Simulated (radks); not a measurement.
Values are calculated unless marked as measured or tabulated.
Question: The mean radii <r> (bohr) of the occupied orbitals of an atom or ion are listed with their occupations. Code: a radial shooting solver on a logarithmic mesh with Libxc functionals. Model: scalar-relativistic Kohn-Sham, exchange-only LDA, spin-polarised, spherical densities, point nucleus.

| orbital | occ. | <r> |
|---|---|---|
| 1s up | 1 | 0.08594 |
| 1s down | 1 | 0.08593 |
| 2s up | 1 | 0.4138 |
| 2s down | 1 | 0.4135 |
| 2p up | 3 | 0.3748 |
| 2p down | 3 | 0.3745 |
| 3s up | 1 | 1.221 |
| 3s down | 1 | 1.223 |
| 3p up | 1 | 1.282 |

Name the element and its charge. Open shells, if any, are filled with parallel spins first.

Answer: Z = 18, argon, charge +5: Ar5+ in [Ne] 3s2 3p1. The 1s radius gives Z: for a bare nucleus <r> = (2 gamma + 1)/(2Z) with gamma = sqrt(1 - (Z/c)^2), 0.08285 bohr for Z = 18, and screening makes it slightly larger (0.08594 here). The occupations add up to 13, and the charge is Z minus that.
